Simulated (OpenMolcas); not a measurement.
**P3+: input and output**

Input:

```
&GATEWAY
Coord
1

P 0.0 0.0 0.0
Basis=ANO-RCC-VTZP
Group=XYZ
NoMove
AngMom=0.0 0.0 0.0
AMFI
RX2C
&SEWARD
&RASSCF
FileOrb=start.orb
Symmetry=1
Spin=3
nActEl=2 0 0
Inactive=2 3
Ras2=1 3
CIRoot=3 3 1
SDav=3
CIMx=300
Iter=120 100
PrWF=0.3
OrbListing=Nothing
MaxOrb=0
Atom
>>> COPY $Project.JobIph JOB001
&RASSCF
FileOrb=start.orb
Symmetry=1
Spin=1
nActEl=2 0 0
Inactive=2 3
Ras2=1 3
CIRoot=7 7 1
SDav=7
CIMx=300
Iter=120 100
PrWF=0.3
OrbListing=Nothing
MaxOrb=0
Atom
>>> COPY $Project.JobIph JOB002
&RASSCF
FileOrb=start.orb
Symmetry=2
Spin=3
nActEl=2 0 0
Inactive=2 3
Ras2=1 3
CIRoot=3 3 1
SDav=3
CIMx=300
Iter=120 100
PrWF=0.3
OrbListing=Nothing
MaxOrb=0
Atom
>>> COPY $Project.JobIph JOB003
&RASSCF
FileOrb=start.orb
Symmetry=2
Spin=1
nActEl=2 0 0
Inactive=2 3
Ras2=1 3
CIRoot=3 3 1
SDav=3
CIMx=300
Iter=120 100
PrWF=0.3
OrbListing=Nothing
MaxOrb=0
Atom
>>> COPY $Project.JobIph JOB004
&RASSI
NrOfJobIphs=4 3 7 3 3
1 2 3
1 2 3 4 5 6 7
1 2 3
1 2 3
IphNames
JOB001
JOB002
JOB003
JOB004
EJob
SpinOrbit
DIPRint=1.0
SOCoupling=1000.0
Subsets=2
MEES
Property=10
'ANGMOM' 1 'ANGMOM' 2 'ANGMOM' 3 'MLTPL  1' 1 'MLTPL  1' 2 'MLTPL  1' 3
'AMFI' 1 'AMFI' 2 'AMFI' 3 'MLTPL  2' 6
SOProperty=3
'ANGMOM' 1 'ANGMOM' 2 'ANGMOM' 3
```

Launched by
```bash
OMP_NUM_THREADS=1 MOLCAS_MEM=2252 MOLCAS_PROJECT=a pymolcas a.inp > a.log  # once for each step of the input, in one work folder
```

A driver script runs the steps one by one and writes start.orb anew before each from the orbitals found so far.

Output, cut to the results:

```
--- SEWARD ---
Basis set label: P.ANO-RCC...5S4P2D1F.

      Electronic valence basis set:
      ------------------
      Associated Effective Charge  15.000000 au
      Associated Actual Charge     15.000000 au
      Nuclear Model: Point charge

      Shell  nPrim  nBasis  Cartesian Spherical Contaminant
         s      17       5        X
         p      12       4        X
         d       5       2                 X
         f       4       1                 X
RX2C
                  Relativistic X2C integrals
                  Atomic mean-field integrals
--- RASSCF ---
Wave function specifications:
      -----------------------------

      Number of closed shell electrons          10
      Number of electrons in active shells       2
      Max number of holes in RAS1 space          0
      Max nr of electrons in RAS3 space          0
      Number of inactive orbitals                5
      Number of active orbitals                  4
      Number of secondary orbitals              25
      Spin quantum number                      1.0
      State symmetry                             1
Orbital specifications:
      -----------------------

      Symmetry species                           1   2
                                                ag  au
      Frozen orbitals                            0   0
      Inactive orbitals                          2   3
      Active orbitals                            1   3
      RAS1 orbitals                              0   0
      RAS2 orbitals                              1   3
      RAS3 orbitals                              0   0
      Secondary orbitals                        12  13
      Deleted orbitals                           0   0
      Number of basis functions                 15  19
      Number of CSFs                             3
      Number of root(s) required                 3
      Iter CI   SX   CI       RASSCF       Energy    max ROT     max BLB   max BLB  Level Ln srch  Step   QN
          iter iter root      energy       change     param      element    value   shift minimum  type update
 Nr of preliminary CI iterations:   1
 ###############################################################################
 ###############################################################################
 ###                                                                         ###
 ###                                                                         ###
 ###    WARNING: Problems in orbital optimization.                           ###
 ###                                                                         ###
 ###                                                                         ###
 ###############################################################################
 ###############################################################################
  Warning: In symmetry  1, orbital p=   3 has diagonal density matrix element D(p,p) close to zero. D(p,p)=  0.000000E+00
        1   1    2    0  -338.66611192    0.00E+00   6.61E-09    2   5 1 -1.34E-07   0.50   0.00    SX    NO
        ...
 ###############################################################################
 ###############################################################################
  Warning: In symmetry  1, orbital p=   3 has diagonal density matrix element D(p,p) close to zero. D(p,p)=  0.000000E+00
        4   1    1    0  -338.66611192    5.68E-14   0.00E+00    2   5 1 -1.76E-08   0.50   0.00    SX    NO
      Convergence after  4 iterations
        5   1    1    0  -338.66611192   -5.12E-13   0.00E+00    2   5 1 -1.76E-08   0.50   0.00    SX    NO
      Natural orbitals and occupation numbers for root  1
      sym 1:   0.000000
      sym 2:   1.000000   1.000000  -0.000000
      Natural orbitals and occupation numbers for root  2
      sym 1:   0.000000
      sym 2:   1.000000   0.000000   1.000000
      Natural orbitals and occupation numbers for root  3
      sym 1:   0.000000
      sym 2:   0.000000   1.000000   1.000000
::    RASSCF root number  1 Total energy:   -338.66611192
::    RASSCF root number  2 Total energy:   -338.66611192
::    RASSCF root number  3 Total energy:   -338.66611192
--- RASSCF ---
Wave function specifications:
      -----------------------------

      Number of closed shell electrons          10
      Number of electrons in active shells       2
      Max number of holes in RAS1 space          0
      Max nr of electrons in RAS3 space          0
...
--- RASSI ---
SPIN-FREE ENERGIES:
  (Shifted by EMIN (a.u.) =       -339.4211103175)

 SF State       Relative EMIN(au)   Rel lowest level(eV)    D:o, cm**(-1)      L_eff

     4             0.0000000000        0.0000000000              0.0000         0.0
    11             0.3074867290        8.3671401489          67485.5365         1.0
    12             0.3074867290        8.3671401489          67485.5365         1.0
    13             0.3074867290        8.3671401489          67485.5365         1.0
    14             0.5333009383       14.5118578168         117046.0268         1.0
    15             0.5333009383       14.5118578168         117046.0268         1.0
    16             0.5333009383       14.5118578168         117046.0268         1.0
     2             0.7549983973       20.5445530054         165702.9949         1.0
     3             0.7549983973       20.5445530054         165702.9949         1.0
     1             0.7549983973       20.5445530054         165702.9949         1.0
     8             0.8156694572       22.1954966489         179018.7534         2.0
     9             0.8156694572       22.1954966489         179018.7534         2.0
     5             0.8156694572       22.1954966489         179018.7534         2.0
     6             0.8156694572       22.1954966489         179018.7534         2.0
     7             0.8156694572       22.1954966489         179018.7534         2.0
    10             0.9486998596       25.8154383102         208215.5520         0.0
     Dipole printing threshold changed to   1.00000000E+00

++ Dipole transition strengths (spin-free states):
   -----------------------------------------------
     for osc. strength at least  1.00000000E+00

  ( Max oscillator strength is only   0.54540803534685045      )
--
Eigenvalues of complex Hamiltonian:
   -----------------------------------
  (Shifted by EMIN (a.u.) =       -339.4211103175)

...
```

Levels above the lowest, from the spin-orbit matrix, grouped by J:

```tsv
Configuration	Term	J	E (cm⁻¹)	Measured (cm⁻¹)	g	Term weight %
3s²	¹S	0	0.0	0.0		100
3s 3p	³P°	0	67082	67918		100
3s 3p	³P°	1	67283	68146	1.501	100
3s 3p	³P°	2	67687	68615	1.501	100
3s 3p	¹P°	1	117048		1.000	100
3p²	³P	0	165304	164941		100
3p²	³P	1	165507	165185	1.501	100
3p²	³P	2	165894	165654	1.501	100
3p²	¹D	2	179025	158142	1.000	100
3p²	¹S	0	208222	194592		100
```

Against the 8 measured excited levels shown (Martin, Zalubas and Musgrove, J. Phys. Chem. Ref. Data 14, 751 (1985)) the mean absolute deviation is 4800 cm-1; the largest miss in energy is 3p² ¹D₂: computed 179025, measured 158142 cm⁻¹ (+13.2 %). Levels of one J stand in another order than measured, so their pairing by name is doubtful.

The ¹D term of p² mixes with s d, which this space lacks. Computed and measured levels are paired by configuration, term and J; levels that our copy of the source lacks, or whose pairing is in doubt (as where it misses far off the trend of its configuration), stay unpaired and out of the deviations. Levels of configurations outside the active space are missing.

The RASSCF and RASSI steps took 9.5 s on 1 thread of Arm Neoverse V2, on a shared host; the integral step is not counted.

The term weight is that of the spin-free term in the level, not the purity of its configuration. ° marks odd parity.
